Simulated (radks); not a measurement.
Results of a calculation; reference values are marked as such.
Problem. These are the eigenvalues of the occupied orbitals of an atom or ion with whole-number occupations (eV). Code: a radial shooting solver on a logarithmic mesh with Libxc functionals. Model: scalar-relativistic Kohn-Sham, LDA (Slater exchange, VWN5 correlation), spin-polarised, spherical densities, finite nucleus; Fermi nuclear charge, rms radius of each element as measured or else 0.836 A^(1/3) + 0.57 fm.

orbital  eigenvalue
1s up     -4392.248
1s down   -4392.211
2s up     -480.1014
2s down   -479.8158
2p up     -395.1542
2p down   -394.9232
3s up      -62.1485
3s down    -61.2671
3p up      -41.0020
3p down    -40.0941
3d up      -10.6505
4s up      -10.4056

Which element is it, and in what charge state? The configuration may be excited. Open shells, if any, are filled with parallel spins first.

Solution. Z = 21, scandium, charge +1: Sc+ in [Ar] 3d1 4s1. The list shows which subshells hold electrons but not how many an open one holds; the 1s level, -161.41 hartree, gives Z - s = 18.0 by -(Z - s)^2/2, which with screening and relativity narrows Z to a few neighbours, and the depths of the outer levels then fix element, charge and occupations together.
